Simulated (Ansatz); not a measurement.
Reaction (formal exchange of groups at the In–Si bond): `[F][InH][SiH3]` + `SC1CO1` → `[F][InH][SH]` + `[SiH3]C1CO1`

Program: Ansatz. Geometries: PBE0-D4/def2-TZVP. ΔE: electronic, gas phase. CCSD(T)/CBS adds triple-zeta CCSD(T) − MP2 to the extrapolated MP2 energy (def2 sets, frozen cores). Functionals use def2-TZVPP. B3LYP here is the variant with VWN-RPA as its local correlation; programs differ in this. HSE06 is defined as in plane-wave codes. def2 core potentials past Kr. For In outer-core shells are correlated without core-valence functions, which leaves a few kJ/mol of doubt a bond. One conformer a species, not always the lowest.

`[F][InH][SiH3]`:

```xyz
7

F     1.151    1.180    2.118
In    1.192   -0.192    0.708
Si   -0.927   -0.004   -0.713
H     2.634   -1.108    0.847
H    -0.994    1.355   -1.311
H    -2.116   -0.215    0.155
H    -0.940   -1.014   -1.804
```

`SC1CO1`:

Z-matrix (Å, degrees):
```
C
C 1 1.455
O 1 1.407 2 59.7
S 1 1.780 2 124.7 3 -107.1
H 1 1.088 2 119.2 3 103.7
H 2 1.087 1 120.2 3 -103.1
H 2 1.087 1 119.0 3 103.6
H 4 1.343 1 96.3 2 19.2
```

`[F][InH][SH]`:

Z-matrix (Å, degrees):
```
In
F 1 1.954
S 1 2.360 2 107.9
H 1 1.693 2 117.6 3 180.0
H 3 1.345 1 91.2 2 0.0
```

`[SiH3]C1CO1`:

```xyz
10

Si    1.183    0.293   -0.756
C    -0.254    0.443    0.438
C    -1.277   -0.606    0.533
O    -0.267   -0.511    1.510
H     0.908    1.105   -1.972
H     2.434    0.785   -0.125
H     1.336   -1.137   -1.129
H    -0.568    1.441    0.749
H    -1.220   -1.476   -0.117
H    -2.275   -0.337    0.869
```

```tsv
level	ΔE (kJ/mol)	difference from CCSD(T)/CBS
LDA (SPW92)	-74.4	18.5
PBE-D4	-76.8	16.1
revPBE-D4	-76.7	16.2
BLYP-D4	-82.7	10.2
r2SCAN-D4	-87.8	5.1
PBE0-D4	-82.5	10.4
B3LYP-D4	-86.8	6.1
r2SCANh-D4	-88.6	4.3
r2SCAN0-D4	-89.7	3.2
BHLYP-D4	-93.6	-0.7
CAM-B3LYP-D4	-89.3	3.6
ωB97X-V	-88.2	4.7
ωB97M-V	-90.5	2.4
B2PLYP	-91.0	1.9
PBE-QIDH	-90.6	2.3
BLYP	-81.8	11.1
r2SCAN	-87.7	5.2
PBE0	-82.1	10.8
B3LYP	-86.0	6.9
r2SCANh	-88.4	4.5
r2SCAN0	-89.5	3.4
HSE06	-82.2	10.7
BHLYP	-93.1	-0.2
CAM-B3LYP	-88.9	4.0
LC-ωPBE	-87.0	5.9
HF/def2-SVP	-102.0	-9.1
MP2/def2-SVP	-96.8	-3.9
CCSD/def2-SVP	-90.7	2.2
CCSD(T)/def2-SVP	-89.6	3.3
HF/def2-TZVPP	-101.9	-9.0
MP2/def2-TZVPP	-96.3	-3.4
SCS-MP2/def2-TZVPP	-95.5	-2.6
CCSD/def2-TZVPP	-92.4	0.5
CCSD(T)/def2-TZVPP	-91.8	1.1
HF/def2-QZVPP	-101.9	-9.0
MP2/def2-QZVPP	-96.9	-4.0
SCS-MP2/def2-QZVPP	-96.3	-3.4
HF/CBS(def2)	-101.9	-9.0
MP2/CBS(def2)	-97.4	-4.5
CCSD/CBS(def2)	-93.5	-0.6
CCSD(T)/CBS	-92.9	0
```

Largest T1 diagnostic among the species: 0.016.

From PBE to PBE0 (25 % exact exchange), in def2-TZVPP and without D4, ΔE moves by −5.8 kJ/mol. In def2-TZVPP, CCSD(T) changes the Hartree–Fock value by +10.1 kJ/mol (the triples alone add +0.6 kJ/mol) and MP2 by +5.6 kJ/mol.
